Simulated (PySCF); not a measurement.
(E)-2-chloro-1-fluoroprop-1-ene (C3H4ClF), SMILES C(=C(\Cl)C)/F. Heavy atoms are numbered as in [CH3:1]/[C:2]([Cl:3])=[CH:4]\[F:5]. Hydrogens are named by the atom that carries them.

Coordinates come from a PBE0-D3(BJ)/def2-SVP optimisation.

Calculation: PBE0/pcSseg-1 run with PySCF.

GIAO shieldings, no solvent; atoms alike by connectivity are averaged. δ = σ(ref) − σ: ¹³C against TMS (σ = 186.3 ppm); ³⁵Cl against HCl (σ = 945.9 ppm); ¹⁹F against CFCl3 (σ = 167.2 ppm); ¹H against TMS (σ = 31.56 ppm), references at their B3LYP-D3(BJ)/def2-TZVP geometries, non-relativistic (without spin–orbit terms, shifts of atoms bonded to Cl or Br come out too high).

Problem. Estimate the chemical shifts. (An estimate is asked for; the answer gives what the named calculation found.)

Solution. 
| nucleus | atoms | count | δ (ppm) |
|---|---|---|---|
| ¹³C | C4 (CH) | 1 | 156.7 |
| ¹³C | C2 | 1 | 133.3 |
| ¹³C | C1 (CH3) | 1 | 20.5 |
| ³⁵Cl | Cl3 | 1 | 172.0 |
| ¹⁹F | F5 | 1 | -134.5 |
| ¹H | H on C4 | 1 | 7.23 |
| ¹H | H on C1 | 3 | 2.31 |
